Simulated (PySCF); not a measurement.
# Ir2H6 at several levels of theory

Computed with PySCF 2.14.0 (density fitting, no spin-orbit coupling) at the geometry relaxed with PBE:

```xyz
8
Ir2H6 (triplet; a saddle point, relaxed within its symmetry)
Ir    0.0546    0.0000    1.2207
Ir   -0.0546    0.0000   -1.2207
H     1.5899    0.0000    1.3861
H    -1.5899    0.0000   -1.3861
H     0.5236    1.3824    1.8685
H     0.5236   -1.3824    1.8685
H    -0.5236    1.3824   -1.8685
H    -0.5236   -1.3824   -1.8685
```

```csv
level,basis,state,HOMO (eV),gap (eV),charge on Ir1 (e),dipole about the centre of mass (D),largest force component (eV/Å)
PBE,"Ir def2-SVP with ECP60, H def2-SVP",triplet,-5.12,0.58,0.00,0.00,0.01
BLYP,the same,triplet,-4.96,0.48,0.03,0.00,0.24
CAM-B3LYP,the same,triplet,-7.08,4.24,0.08,0.00,0.39
HF,the same,triplet,-7.74,7.43,0.26,0.00,1.78
TPSSh,the same,triplet,-5.56,1.37,0.10,0.00,0.14
PBE,"Ir x2c-SVPall, H x2c-SVPall",triplet,-5.20,0.57,-0.53,0.00,0.77
```

HOMO and gap are taken over both spins. Charges are Mulliken's, which hang on the basis. The relaxation used the grid (50, 194), these runs (75, 302) or, all-electron (x2c bases, spin-free X2C Hamiltonian), (99, 590).

**Question.** What does PBE with Ir def2-TZVP with ECP60, H def2-TZVP give here?

**Answer.** state triplet, HOMO (eV) -5.17, gap (eV) 0.57, charge on Ir1 (e) -0.08, dipole about the centre of mass (D) 0.00, largest force component (eV/Å) 0.35. Time: 12 s on 2 threads of Arm Neoverse V1, with other jobs on the host, from free ions and atoms.

Open shells may have lower solutions than the one found.

A gap near or under zero over both spins lies within a partly filled shell and is no excitation energy.
